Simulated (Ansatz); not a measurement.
Computed with Ansatz on PBE0-D4/def2-TZVP structures; ΔE is electronic, products minus reactants. CCSD(T)/CBS is the MP2 limit (def2-TZVPP, def2-QZVPP) plus CCSD(T) − MP2 in def2-TZVPP, frozen cores. This one scheme is used for every species. Functionals use def2-TZVPP. One conformer a species, not always the lowest.

`CC(C)C(=O)CC(=O)c1ccccc1` + H–F → `O=C(F)c1ccccc1` + `CC(=O)C(C)C`  (substitution at a C–C bond)

CCSD(T)/CBS gives -0.08 eV.

Task: Another level gave -0.29 eV. Which?
A. r2SCAN/def2-TZVPP
B. SCS-MP2/def2-TZVPP
C. PBE-D4/def2-TZVPP
D. B2PLYP/def2-TZVPP

Result: D. B2PLYP -0.29, SCS-MP2/def2-TZVPP -0.12, r2SCAN -0.34, PBE-D4 -0.22 eV.

Largest T1 diagnostic among the species: 0.013.

From PBE to PBE0 (25 % exact exchange), in def2-TZVPP and without D4, ΔE moves by +0.03 eV. In def2-TZVPP, CCSD(T) changes the Hartree–Fock value by +0.37 eV (the triples alone add +0.05 eV) and MP2 by +0.47 eV. The D4 term adds +0.20 eV with B3LYP and +0.13 eV with PBE0; it sums over pairs of atoms, weighted by their polarisabilities, and B3LYP, whose exchange is more repulsive, gets the larger term.

B3LYP here is the variant with VWN-RPA as its local correlation; programs differ in this.
